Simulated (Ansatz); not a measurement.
C₃H₇O (SMILES CC(C)[O]), doublet, geometry from GFN2-xTB. Base run: CCSD(T)/cc-pVDZ in Ansatz (an electronic-structure program).

Here is a job for Ansatz.
Ansatz 0.2 input:
```yaml
crystal:
  periodic: [false, false, false]
  atoms:
    - {symbol: C, position_ang: [-1.15356123, -0.84973085, 0.00785013]}
    - {symbol: C, position_ang: [-0.05785675, 0.22017008, -0.20627690]}
    - {symbol: C, position_ang: [1.36217624, -0.39187989, -0.20907819]}
    - {symbol: O, position_ang: [-0.19452064, 1.31022188, 0.50949315]}
    - {symbol: H, position_ang: [-1.02558410, -1.27711883, 0.99968470]}
    - {symbol: H, position_ang: [-1.07643147, -1.63708847, -0.73613824]}
    - {symbol: H, position_ang: [-2.13807525, -0.39271548, -0.04245597]}
    - {symbol: H, position_ang: [-0.21126738, 0.56032600, -1.26745771]}
    - {symbol: H, position_ang: [1.55805862, -0.80690947, 0.77690101]}
    - {symbol: H, position_ang: [1.44317348, -1.17853365, -0.95340005]}
    - {symbol: H, position_ang: [2.10174160, 0.37890885, -0.40804911]}
basis:
  gaussian:
    orbitals: cc-pVDZ
magnetization: {spin_polarized: true, initial_magnetization: 1}
correlation: {method: ccsd_t}
```

The base run was repeated with changes; each row names its change, and settings that it needs were set with it.

```tsv
change	ΔE vs base (kcal/mol)	MP2 correlation (Eh)	CC correlation without the perturbative part (Eh)	basis functions	core-seconds (rough)
base	0.000	-0.57423	-0.63164	91	90
method = rpa	-25.54	-	-	91	4
method = ccsd	10.59	-0.57423	-0.63164	91	50
method = bccd_t	-0.077	-0.57423	-0.63058	91	100
fitting = cc-pVTZ-JKFIT (mean field), cc-pVTZ-RIFIT (correlation)	0.035	-0.57418	-0.63161	91	80
method = mp2	46.61	-0.57423	-	91	4
electrons = outside_noble_gas	0.000	-0.57423	-0.63164	91	90
diis_vectors = 2	0.000	-0.57423	-0.63164	91	90
electrons = all	-6.00	-0.58440	-0.64104	91	200
lower_state_search = off	0.001	-0.57423	-0.63164	91	10
```
